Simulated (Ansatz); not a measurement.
Born–Oppenheimer molecular dynamics of Cl3HSn (5 atoms, charge 0, multiplicity 1). It starts at the highest image of a converged band. Of that band: Neighbouring images differ by up to 1.3 eV, so the band resolves the path poorly. A vibrational analysis at the climbing image gives one clearly imaginary mode, 1165i cm⁻¹: a first-order saddle point.

Theory: Ansatz 0.2.0, RKS CAM-B3LYP/def2-SVP.

| Quantity | Value |
| --- | --- |
| ensemble | NVE (velocity Verlet) |
| time step | 0.5 fs |
| steps asked | 200 |
| starting velocities drawn for | 100 K |
| seed | 3874 |

First frame:

```xyz
5
Properties=species:S:1:pos:R:3
Sn -0.278 0.000 0.421
H 0.952 0.000 1.690
Cl 2.299 -0.001 0.432
Cl -0.905 1.856 -0.860
Cl -0.907 -1.855 -0.861
```

Q: How far do the bonds stretch over the last three quarters of this one trajectory? (Pairs bonded in most of those frames.)

A: 
```
   bond  mean (Å)  spread (Å)  shortest  longest
Sn1–Cl4     2.436       0.058      2.33     2.51
Sn1–Cl5     2.418       0.038      2.34     2.47
 H2–Cl3     1.357       0.135      1.14     1.54
```

Pairs bonded in part of these frames only: Sn1–Cl3 30 %.

Mean temperature of the second half: 3360 K. The conserved energy stayed within 1.6 meV per atom of its start (net change -0.81 meV per atom), so the integration is sound. The kinetic energy rose, since the run started high on the potential surface and went downhill. It ends in pieces (Cl2Sn + ClH), so much of that is their flight and rotation, not heat. A run of 0.1 ps of so small a system gives no equilibrium averages. The orbitals stay closed-shell, which can raise the energy where a bond breaks towards radicals; this wasn't checked here.

The run took 8.1 min on 2 threads of Arm Neoverse V1, with other jobs on the host, peak memory 0.23 GiB.
